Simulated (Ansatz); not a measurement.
# GeH3O (SMILES [O][GeH3]): methods side by side

GeH3O has 5 atoms, charge 0, and is taken as a doublet. As SMILES, `[O][GeH3]`. The shape is that of a PBE0-D4/def2-TZVP optimisation.

```xyz
5

O    -1.4439    0.4186    0.7773
Ge    0.0723   -0.0563   -0.0569
H    -0.1622   -0.0912   -1.5747
H     0.5480   -1.4181    0.4715
H     1.0357    1.0734    0.3414
```

Each level gives the energy change with the O1–Ge2 bond stretched from 1.795 to 2.243 Å (eV). The values are calculated.

```tsv
level	kind	program	value (eV)	less FCI/STO-3G	CPU time (all runs)
USVWN5/STO-3G	LDA	Ansatz	1.57	+0.63	6.8 s
UPBE/STO-3G	GGA	Ansatz	1.33	+0.39	20 s
U-r2SCAN/STO-3G	meta-GGA	Ansatz	1.37	+0.43	63 s
U-r2SCAN0/STO-3G	hybrid meta-GGA	Ansatz	1.41	+0.47	61 s
UPBE0/STO-3G	global hybrid	Ansatz	1.35	+0.41	18 s
UHSE06/STO-3G	range-separated hybrid	Ansatz	1.34	+0.40	23 s
UB2PLYP/STO-3G	double hybrid	Ansatz	1.34	+0.40	20 s
UMP2/STO-3G	perturbation theory	Ansatz	1.46	+0.52	1.6 s
UCCSDT(Q)/STO-3G	coupled cluster or CI	Ansatz	0.94	0.00	8.8 s
FCI/STO-3G	exact in the basis	Ansatz	0.94	0.00	3.6 min
```

FCI/STO-3G is exact within its basis and frozen core, so for wave-function methods in that basis the difference is their error; functionals converge differently with the basis, so for them it is only a difference. All-electron rows without a relativistic Hamiltonian named are non-relativistic. The first shape isn't each level's own minimum. The values span 0.94 to 1.57 eV. Spin contamination of the reference (⟨S²⟩ at least 0.1 too high) touches UB2PLYP/STO-3G, UMP2/STO-3G, UCCSDT(Q)/STO-3G. All rows use very small basis sets, so none should be taken for the real molecule's value. In the correlated wave-function rows the outer d shell of Ge is correlated, in sets not made for it. Times are those of the runs behind each value, whatever else they computed, on shared processors of several kinds: orders of magnitude only.
